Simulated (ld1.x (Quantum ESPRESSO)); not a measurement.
## Logarithmic derivatives: thulium, ultrasoft

ld1.x (Quantum ESPRESSO) 7.5 input, shortened:

```
&input
   title='Tm', zed=69., rel=0, dft='PW91', iswitch=3,
   config='[Xe] 4f13 5d0 6s0 6p0'
 /
 &inputp
   pseudotype=3, tm=.true., lloc=-1, rcloc=2.65,
   nlcc=.false.
 /
8
6S  1  0   0.00   0.00  2.65  3.20  0.0
6S  1  0   0.00  -0.35  2.65  3.20  0.0
5P  2  1   6.00   0.00  1.95  2.05  0.0
6P  3  1   0.00   0.00  1.95  2.05  0.0
5D  3  2   0.00   0.00  2.85  3.10  0.0
5D  3  2   0.00  -0.35  2.85  3.10  0.0
4F  4  3  13.00   0.00  0.80  0.95  0.0
4F  4  3   0.00   0.85  0.80  0.95  0.0
 &test
   configts(1)='4f13 5p6 5d0 6s0 6p0'
 /
```

The phase is arctan(r·u′/u) with u = r·R(r), unwrapped; energies in Ry, scanned from -5 to 5 Ry. A pole is an energy at which the radial function vanishes at the test radius. The pseudo phase is shifted by a multiple of π to meet the all-electron one at the reference energy, and phase errors are pseudo minus all-electron; the curves can meet again beyond the range given. Levels narrower than the energy grid can be missing from the lists of poles.

```
channel  radius (bohr)  reference energy (Ry)  poles, all-electron       poles, pseudo  unbroken range about the reference energy with phases within 0.05 rad  phase error 1 Ry above the reference energy (rad)
      s           3.48                  -1.03          -4.30, 0.24  -0.75, -0.25, 0.28                                                           -4.3 to -0.8                                             -6.279
      p           3.48                  -0.75          -2.88, 1.04  -2.88, -2.21, 2.04                                       not even at the reference energy                                             +0.265
      d           3.48                  -1.03          -0.73, 2.75        -0.83, -0.48                                                             below -0.9                                             -2.939
      f           3.48                  -1.57          -1.57, 1.47         -1.57, 1.47                                                              below 3.0                                             +0.000
```

A Bessel basis up to 400 Ry misses an occupied level by 0.47 Ry, so cutoffs and ghosts were not judged. Its overlap operator is not positive definite in a basis up to 400 Ry (lowest eigenvalue s -0.20), so the file is unfit for use: the generalised eigenproblem breaks down once the basis is large enough, and its test numbers describe a broken file.

Phases in the f channel:

| E (Ry) | all-electron | pseudo |
| --- | --- | --- |
| -5.00 | 1.437 | 1.437 |
| -4.74 | 1.433 | 1.433 |
| -4.48 | 1.429 | 1.429 |
| -4.22 | 1.425 | 1.425 |
| -3.96 | 1.419 | 1.419 |
| -3.70 | 1.414 | 1.414 |
| -3.44 | 1.407 | 1.407 |
| -3.18 | 1.400 | 1.400 |
| -2.92 | 1.392 | 1.392 |
| -2.66 | 1.382 | 1.382 |
| -2.40 | 1.371 | 1.371 |
| -2.14 | 1.357 | 1.357 |
| -1.88 | 1.338 | 1.338 |
| -1.62 | 1.280 | 1.280 |
| -1.36 | -1.834 | -1.834 |
| -1.10 | -1.873 | -1.873 |
| -0.84 | -1.925 | -1.925 |
| -0.58 | -2.005 | -2.004 |
| -0.32 | -2.149 | -2.149 |
| -0.06 | -2.477 | -2.477 |
| 0.20 | -3.300 | -3.299 |
| 0.46 | -4.104 | -4.104 |
| 0.72 | -4.425 | -4.425 |
| 0.98 | -4.571 | -4.571 |
| 1.24 | -4.657 | -4.657 |
| 1.50 | -4.719 | -4.719 |
| 1.76 | -4.771 | -4.771 |
| 2.02 | -4.824 | -4.823 |
| 2.28 | -4.886 | -4.885 |
| 2.54 | -4.976 | -4.973 |
| 2.80 | -5.147 | -5.136 |
| 3.06 | -5.619 | -5.569 |
| 3.32 | -6.800 | -6.710 |
| 3.58 | -7.393 | -7.359 |
| 3.84 | -7.588 | -7.570 |
| 4.10 | -7.681 | -7.669 |
| 4.36 | -7.736 | -7.727 |
| 4.62 | -7.774 | -7.766 |
| 4.88 | -7.804 | -7.795 |
